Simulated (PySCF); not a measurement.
## MoO₂: BP86 against PBE0

Base calculation in PySCF with density fitting and no spin–orbit coupling, BP86/def2-TZVP (scalar-relativistic core potentials): triplet, C2v, Mo–O 1.705 Å (×2); O–Mo–O 113.1°; wavenumbers 316, 933, 980 cm⁻¹; dipole moment 4.01 D, polar-tensor charge of Mo 1.29 e, atomisation energy (no zero-point energy) 1293 kJ/mol.

Question: What changes on going to PBE0/def2-TZVP (scalar-relativistic core potentials)?

Answer: The point group stays the same. Changes: mean bond to Mo -0.022 Å, smallest bond angle +1.4 degrees, highest wavenumber +58 cm⁻¹, lowest wavenumber -5 cm⁻¹, dipole moment +0.53 D, polar-tensor charge of Mo +0.24 e, atomisation energy (no zero-point energy) -204 kJ/mol. The new structure has Mo–O 1.683 Å (×2); O–Mo–O 114.5°, with wavenumbers 311, 979, 1038 cm⁻¹.

Open d or f shells are single determinants, so the state found may not be the ground state. Only the bonding shown was studied: isomers, or loss of a ligand pair, can lie lower.
